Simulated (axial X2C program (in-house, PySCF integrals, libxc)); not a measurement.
# What spin–orbit coupling does to SrGa

Computed with an in-house relativistic program for diatomic molecules. Spin-free means the one-electron spin-free X2C Hamiltonian; two-component (2c) means X2C with spin–orbit coupling and atomic mean-field two-electron Coulomb and Gaunt terms, so the difference of the two also holds small scalar two-electron terms. Basis: Sr dyall-cv3z [13s12p8d5f1g], Ga dyall-cv3z [9s9p7d4f1g] (cores contracted in-house); Gaussian nuclei, density fitting, unrestricted open shells. Masses: Sr 87.906 u, Ga 68.926 u.

Spin-free state: M_S = 1/2, Λ = 1 (beyond evenly filled blocks: π+α); fragments Sr + Ga.

| level | Re (Å) | ωe (cm⁻¹) | De (eV) | μ (D) |
| --- | --- | --- | --- | --- |
| PBE0 | 3.260 | 114.1 | 0.577 | -2.72 |
| PBE50 | 3.247 | 117.6 | 0.526 | -3.06 |

Dipoles are positive if Ga is the positive end.

Question: Within this multiplet, which Ω should lie lowest by the rule for regular and inverted multiplets?

Answer: The open π shell holds one electron, so the multiplet is regular: Ω = Λ − 1/2 = 1/2. The PBE0 2c search agrees, though Ω = 3/2 of the search lies only 0.06 eV higher.

Two-component determinant lowest at the distance of the search:

Ω = 1/2 (⟨Sz⟩ = -0.50, ⟨Lz⟩ = 1.00 at PBE0); fragments Sr + Ga.

| level | Re (Å) | ωe (cm⁻¹) | μ (D) |
| --- | --- | --- | --- |
| PBE0 | 3.260 | 113.5 | -2.70 |
| PBE50 | 3.247 | 116.8 | -3.04 |

Question: From the two tables, how do the constants change at the PBE0 level (2c against spin-free)?

Answer: At the PBE0 level Re is unchanged within 0.001 Å and ωe decreases by 0.6 cm⁻¹.

The state is a single determinant with fixed occupations, the lowest that a limited PBE0 search found. Dissociation energies refer to the lowest single-determinant-based atoms at the same level and basis. De is not given where an atomic determinant may have missed its ground term or J level, or where the truncated virtual space spoils (T). Density functionals use the spin component along the axis (collinear). Other states lie close and PBE0, whose exact exchange favours high spin, may order them wrongly; the determinant shown need not be the ground state. The nearest other spin-free determinant of the search, M_S = 1/2, Λ = 0, lies 0.37 eV up at the distance of the search. Without a current term, density functionals place determinants with orbital angular momentum somewhat too high. The atomic limit has a lower orbital projection than the molecule and lies lower at mean-field level, so De may be about a tenth of an eV too small. The determinant is spin-polarised beyond a pure state at some levels (its spin-free form has ⟨S²⟩ too high), which makes Re and μ there less reliable.
